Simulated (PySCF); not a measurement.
## Electron correlation in O(2+) (oxygen, charge +2)

[He] 2s2 2p2, high-spin 3P determinant. All numbers are calculated (PySCF 2.14, no relativity, point nucleus, in cc-pVTZ). Frozen: 1s2; 4 electrons correlated.

MP2 pair energies summed by pair of shells (mhartree):

```tsv
pair	energy	share (%)
2s-2p	-45.31	60.6
2s-2s	-21.90	29.3
2p-2p	-7.57	10.1
```

Total MP2 correlation energy: -74.79 mhartree.

Same-spin part -13.03 and opposite-spin part -61.76 mhartree; SCS-MP2 scales them by 1/3 and 6/5 to -78.45 mhartree.

```csv
level,correlation energy (mhartree)
CCSD,-96.44
(T),-1.31
CCSD(T),-97.75
```

Diagnostics: T1 = 0.0047, D1 = 0.0096, largest double amplitude 0.122.

**Question.** Is a single reference adequate?

**Answer.** Mostly. T1 lies below 0.03, but a double amplitude of this size points to a near-degeneracy that CCSD handles and MP2 describes poorly.
